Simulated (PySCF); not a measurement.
A geometry optimisation on `FC1[C@]2([C@@H](C2)C)C(=CC=1)CF`.

Computed with PBE0-D3(BJ)/def2-SVP geometry optimisation, gas phase (PySCF 2.14.0). Start geometry: GFN2-xTB. A driver script takes a list of jobs; this job's settings line and coordinates (Å) are shown.

Command:
```bash
OMP_NUM_THREADS=1 python probes_run.py task.json out
```

Input:
```
{"job": {"xc": "PBE0", "basis": "def2-SVP", "d3": "d3bj", "grid": 1, "kind": "geom"}, "charge": 0, "multiplicity": 1}
C      0.825426     2.117836     0.410586
C      1.142831     0.700450     0.799813
C      1.731947    -0.249410    -0.166933
C      0.298830    -0.479289     0.303948
C      0.009504    -1.584953     1.226819
F      0.885028    -1.950151     2.177006
C     -1.193315    -2.127012     0.974057
C     -1.751918    -1.407240    -0.139559
C     -0.904820    -0.434751    -0.549647
C     -1.181446     0.518806    -1.660932
F     -0.096935     0.682931    -2.498792
H      0.724814     2.216904    -0.665626
H     -0.088949     2.460266     0.892798
H      1.639809     2.765174     0.732290
H      1.443689     0.592024     1.836580
H      1.849972     0.064850    -1.191961
H      2.463884    -0.967866     0.170321
H     -1.661100    -2.943522     1.488532
H     -2.712928    -1.625475    -0.568347
H     -2.002376     0.145850    -2.281526
H     -1.430869     1.521521    -1.289897
```

Task: What does the run print?

Result: 
```
step   0  E = -547.61105421  max force = 0.013109
step   1  E = -547.61340621  max force = 0.003165
step   2  E = -547.61344578  max force = 0.002032
step   3  E = -547.61345730  max force = 0.002311
step   4  E = -547.61348473  max force = 0.000458
step   5  E = -547.61349053  max force = 0.000524
step   6  E = -547.61349544  max force = 0.000669
step   7  E = -547.61350039  max force = 0.000367
optimisation converged
```

Energies in Eh; «max force» is the largest Cartesian gradient component in Eh/bohr.

Task: Give the first gradient maximum in eV/Å.

Result: With 1 Eh/bohr = 51.422 eV/Å, 0.674 eV/Å.

In short: final energy -547.61350 Eh after 7 steps; dipole 1.24 D.

Task: Give the final coordinates.

Result: 0.050 Å rms from the input after alignment:
```
atom  x, y, z in Å
C1     1.1475    1.7589    0.3678
C2     1.4278    0.3257    0.7247
C3     2.0095   -0.6225   -0.2489
C4     0.5634   -0.8243    0.2031
C5     0.2549   -1.9595    1.0841
F6     1.1207   -2.3507    2.0073
C7    -0.9425   -2.5040    0.7844
C8    -1.4758   -1.7345   -0.3308
C9    -0.6211   -0.7384   -0.6872
C10   -0.8775    0.2890   -1.7254
F11    0.2206    0.4804   -2.5507
H12    0.9926    1.8830   -0.7123
H13    0.2654    2.1457    0.9011
H14    2.0086    2.3851    0.6486
H15    1.7253    0.1626    1.7668
H16    2.1219   -0.2920   -1.2831
H17    2.7261   -1.3707    0.0986
H18   -1.4081   -3.3616    1.2668
H19   -2.4370   -1.9346   -0.8090
H20   -1.7339   -0.0148   -2.3490
H21   -1.1111    1.2722   -1.2797
```

The run took about 8 min of CPU time (one thread, shared machine).
Labels such as C1 count atoms from 1, the log's own numbers from 0.
